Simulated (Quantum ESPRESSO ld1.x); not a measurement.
Ti0.75+, configuration [Ar] 3d2.25 4s1 (fractional occupations, a model configuration). Calculated with ld1.x of Quantum ESPRESSO 7.5: scalar-relativistic Kohn-Sham, PBE, spin-unpolarised, spherical densities, point nucleus. Some entries of the table are withheld. Estimate them.

| orbital | occ. | eigenvalue (Ry) | <r^2> (bohr^2) | r(max) (bohr) |
|---|---|---|---|---|
| 1s | 2 | -358.167 | 0.006513 | 0.04555 |
| 2s | 2 | -39.7529 | 0.1248 | 0.2688 |
| 2p | 6 | -32.9432 | 0.1037 | 0.2195 |
| 3s | 2 | -4.90837 | 1.176 | 0.8704 |
| 3p | 6 | -3.16550 | 1.402 | 0.9035 |
| 3d | 2.25 | -0.62983 | 3.401 | (1) |
| 4s | 1 | -0.62316 | (2) | 2.821 |

Answer. 
(1) 3d r(max) (bohr): 0.9898
(2) 4s <r^2> (bohr^2): 12.52
